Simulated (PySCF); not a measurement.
C6H14N (charge +1).
Atom-mapped SMILES: `[CH3:1][C@@H:2]1[CH2:3][CH2:4][CH2:5][NH2+:6][CH2:7]1` (hydrogens: H8, H9, H10 on C1; H11 on C2; H12, H13 on C3; H14, H15 on C4; H16, H17 on C5; H18, H19 on N6; H20, H21 on C7)

The same species was optimised twice, with GFN2-xTB and with PBE0-D3(BJ)/def2-SVP (PySCF), and the same property calculations (PySCF, gas phase) were run on both structures.

| coordinate | GFN2-xTB | PBE0-D3(BJ)/def2-SVP | change |
| --- | --- | --- | --- |
| N6–C7 (Å) | 1.489 | 1.502 | +0.013 |
| C5–N6 (Å) | 1.489 | 1.502 | +0.013 |
| C4–C5 (Å) | 1.522 | 1.516 | -0.006 |
| C2–C7 (Å) | 1.529 | 1.524 | -0.005 |
| C2–C3 (Å) | 1.530 | 1.534 | +0.004 |
| C1–C2 (Å) | 1.526 | 1.527 | +0.001 |
| C3–C4 (Å) | 1.527 | 1.526 | -0.001 |
| C1–C2–C7 (°) | 109.7 | 112.2 | +2.5 |
| C1–C2–C3 (°) | 111.5 | 113.4 | +1.9 |
| C2–C3–C4 (°) | 110.8 | 112.1 | +1.3 |
| C3–C4–C5 (°) | 110.4 | 111.6 | +1.2 |
| C5–N6–C7 (°) | 111.7 | 112.8 | +1.1 |
| C4–C5–N6 (°) | 109.1 | 110.0 | +0.9 |
| C3–C2–C7 (°) | 109.1 | 109.6 | +0.5 |
| C2–C7–N6 (°) | 110.3 | 110.3 | 0.0 |

Rotational constants: A = 4236, B = 2218, C = 1614 MHz (GFN2-xTB) against A = 3486, B = 2555, C = 1942 MHz (PBE0-D3(BJ)/def2-SVP). Some torsions differ by more than 30° (C1–C2–C3–C4 177° against -71°; C1–C2–C7–N6 180° against 71°), so the changes below aren't those of bond lengths and angles alone. Point groups within 0.08 Å: C1 and C1. Atoms that the bonding makes alike are paired by their places after alignment.

On the GFN2-xTB structure: HOMO (eV) -13.32 [PBE0/pcSseg-1]; LUMO (eV) -4.14 [PBE0/pcSseg-1]; GIAO shielding of C1 (ppm) 167.0 [PBE0/pcSseg-1]; GIAO shielding of C2 (ppm) 151.0 [PBE0/pcSseg-1]; GIAO shielding of C3 (ppm) 153.0 [PBE0/pcSseg-1]; GIAO shielding of C4 (ppm) 158.8 [PBE0/pcSseg-1]; GIAO shielding of C5 (ppm) 135.4 [PBE0/pcSseg-1]; GIAO shielding of N6 (ppm) 193.5 [PBE0/pcSseg-1]; GIAO shielding of C7 (ppm) 129.5 [PBE0/pcSseg-1].

Problem. What do these properties become on the PBE0-D3(BJ)/def2-SVP structure?

Solution. 
```json
{"property": "HOMO (eV)", "level": "PBE0/pcSseg-1", "on GFN2-xTB": "-13.32", "on PBE0-D3(BJ)/def2-SVP": "-13.45", "change": "-0.13"}
{"property": "LUMO (eV)", "level": "PBE0/pcSseg-1", "on GFN2-xTB": "-4.14", "on PBE0-D3(BJ)/def2-SVP": "-4.17", "change": "-0.03"}
{"property": "energy, GFN2-xTB geometry as zero (kcal/mol)", "level": "PBE0/pcSseg-1", "on GFN2-xTB": "0.0", "on PBE0-D3(BJ)/def2-SVP": "0.1", "change": "+0.1"}
{"property": "GIAO shielding of C1 (ppm)", "level": "PBE0/pcSseg-1", "on GFN2-xTB": "167.0", "on PBE0-D3(BJ)/def2-SVP": "169.7", "change": "+2.7"}
{"property": "GIAO shielding of C2 (ppm)", "level": "PBE0/pcSseg-1", "on GFN2-xTB": "151.0", "on PBE0-D3(BJ)/def2-SVP": "157.4", "change": "+6.4"}
{"property": "GIAO shielding of C3 (ppm)", "level": "PBE0/pcSseg-1", "on GFN2-xTB": "153.0", "on PBE0-D3(BJ)/def2-SVP": "157.1", "change": "+4.1"}
{"property": "GIAO shielding of C4 (ppm)", "level": "PBE0/pcSseg-1", "on GFN2-xTB": "158.8", "on PBE0-D3(BJ)/def2-SVP": "165.4", "change": "+6.6"}
{"property": "GIAO shielding of C5 (ppm)", "level": "PBE0/pcSseg-1", "on GFN2-xTB": "135.4", "on PBE0-D3(BJ)/def2-SVP": "133.2", "change": "-2.2"}
{"property": "GIAO shielding of N6 (ppm)", "level": "PBE0/pcSseg-1", "on GFN2-xTB": "193.5", "on PBE0-D3(BJ)/def2-SVP": "203.7", "change": "+10.2"}
{"property": "GIAO shielding of C7 (ppm)", "level": "PBE0/pcSseg-1", "on GFN2-xTB": "129.5", "on PBE0-D3(BJ)/def2-SVP": "128.6", "change": "-0.9"}
```

The heavy atoms differ by 0.614 Å rms after alignment (one structure mirrored). Among the bonds compared C5–N6 and N6–C7 change most and about equally (+0.013 Å). Changes are differences of the printed values. Neither structure is proved a minimum here. One conformer (not necessarily the lowest) at the PBE0-D3(BJ)/def2-SVP geometry, without solvent, vibrations or thermal averaging.
